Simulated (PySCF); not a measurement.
Cl₂Hf, SMILES [Cl][Hf][Cl], multiplicity 1.

Geometry optimised at B3LYP-D3(BJ)/def2-TZVP. The multiplicity is an assumed one; other spin states were not compared. The def2 effective core potentials stand for the cores of Hf; spin–orbit coupling is left out.

Calculation: HF/def2-TZVPD run with PySCF.

The molecule is in vacuum.

Computed frontier levels, gap, dipole moment and polarisability:
```yaml
highest_occupied_level: -7.92 eV
lowest_empty_level: 0.81 eV
orbital_gap: 8.73 eV
dipole_moment: 0.000 e·Å
quadrupole, principal values (traceless, Buckingham form, about the centre of nuclear charge): -12.00, 6.00, 6.00 D·Å
mean_static_polarisability: 84.7 bohr³ (12.55 Å³)
polarisability_principal_values: 84.5, 84.5, 85.1 bohr³
```
